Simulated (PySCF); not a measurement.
Atom-mapped SMILES (the numbers label the heavy atoms): `[CH3:1][CH2:2][O:3][CH:4]([O:5][CH3:6])[O:7][CH3:8]`. Hydrogens are named by the atom that carries them.

PySCF 2.14.0 with density-fitted response routines calculation with GIAO PBE0/pcSseg-1 shieldings and structure optimised with GFN2-xTB; non-relativistic, isolated molecule, averaged over atoms made equivalent by symmetry, fast rotation or ring inversion, a single conformation.

List the cross peaks expected in HSQC, COSY and HMBC spectra.

## Answers



HSQC (one-bond C–H):
```
                δH            δC
      5.07 (H(C4))    122.3 (C4)
      3.69 (H(C2))     64.8 (C2)
3.54 (H(C6)/H(C8))  55.0 (C6/C8)
      1.28 (H(C1))     16.9 (C1)
```

COSY cross peaks (H two or three bonds apart, from the bond graph; peaks can be absent where the dihedral angle is near 90°):
```
          δH            δH
3.69 (H(C2))  1.28 (H(C1))
```

HMBC (two and three bonds, from the bond graph):
```
                δH                       δC
      5.07 (H(C4))  64.8 (C2), 55.0 (C6/C8)
      3.69 (H(C2))    122.3 (C4), 16.9 (C1)
3.54 (H(C6)/H(C8))               122.3 (C4)
      1.28 (H(C1))                64.8 (C2)
```

Shifts are taken against calculated references (same method and geometry level): $^{1}$H (σref 31.72), $^{13}$C (σref 186.93) vs TMS.

Short H···H contacts in this conformer between protons four or more bonds apart (candidates for NOE cross peaks, intensity ∝ r⁻⁶): H(C2)···H(C4) 2.34 Å, H(C4)···H(C6) 2.38 Å.

Shifts are as computed. Against solution values, carbons near 30 ppm lie about +3 ppm off and those near 130 ppm about +5 ppm. Of 1211 compounds with measured shifts, 218 miss one by over three times the rms of a fit or turn the order of signals round; such compounds aren't used in these exercises.
